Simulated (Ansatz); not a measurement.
The cluster Zn10O10. The state is a singlet with charge 0. Geometry r2SCAN-D4/def2-SVP, basis def2-SVP, Ansatz.

```csv
atom,x (Å),y (Å),z (Å)
Zn1,1.207,2.182,-1.839
Zn2,-2.521,-0.215,-0.718
Zn3,-1.158,-2.616,-0.294
Zn4,1.743,4.267,1.269
Zn5,-0.615,-4.108,1.491
Zn6,-0.698,0.352,-2.646
Zn7,-0.443,1.762,0.259
Zn8,2.056,1.848,1.473
Zn9,1.860,-0.763,1.225
Zn10,-0.914,-0.758,1.848
O11,-0.830,-1.639,-1.918
O12,-2.309,-1.358,0.744
O13,3.189,0.419,1.340
O14,-2.131,-1.051,-2.483
O15,0.267,-2.337,2.258
O16,0.815,1.207,-3.248
O17,0.241,0.731,1.696
O18,0.679,-2.172,0.790
O19,-1.605,1.381,-1.115
O20,1.168,2.869,-0.132
```

```tsv
run	HOMO (eV)	LUMO (eV)
A	-5.74	-2.62
B	-6.08	-2.26
C	-5.35	-2.91
D	-5.07	-3.05
```

Single mean-field runs in def2-SVP are fitted with def2-universal-jkfit. The structure holds 2 bond(s) between oxygen atoms. Another isomer (singlet) lies 6.05 eV lower at PBE0-D4/def2-TZVP; other spin states weren't run for this one.

Q: The runs used PBE, PBE0, r2SCAN, r2SCANh. Estimate which is which.

A: A r2SCANh (10 % exact exchange); B PBE0 (25 % exact exchange); C r2SCAN (0 % exact exchange); D PBE (0 % exact exchange). Exact exchange lowers occupied and raises empty levels; among semilocal functionals meta-GGAs tend to open the gap a little, and such runs are hard to tell apart. The gap grows from 2.02 eV (PBE) to 3.82 eV (PBE0). The restricted singlet is unstable towards broken spin symmetry in Hartree–Fock (as tested in another run); at r2SCANh-D4/def2-SVP, PBE0-D4/def2-SVP, r2SCAN-D4/def2-SVP this wasn't settled.
